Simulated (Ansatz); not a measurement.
Ga(Br)(OH)(NH2) (BrGaH₃NO), SMILES [Ga]([NH2])([OH])[Br].

The structure is a stationary point at B3LYP-D3(BJ)/def2-SVP. The structure was generated by enumeration; whether it is a known compound was not checked. The values are those of a single conformer.

Two levels are set side by side: PBE/def2-SVPD (Ansatz, a program for electronic structure) and CAM-B3LYP/def2-SVPD (Ansatz). Energy differences of separate SCF runs at the same geometry; the states with an electron removed or added have multiplicity 2 and 2. Differences are taken from unrounded values.

```csv
quantity,CAM-B3LYP
vertical ionisation energy (eV),10.22
vertical singlet–triplet gap (eV),5.29
```

Problem. What does PBE give, and how far is it from CAM-B3LYP? (An estimate is asked for; the answer gives what the named calculation found.)

Solution. 
```
quantity                            PBE  PBE minus CAM-B3LYP
---------------------------------  ----  -------------------
vertical ionisation energy (eV)    9.61                -0.61
vertical singlet–triplet gap (eV)  4.64                -0.66
```
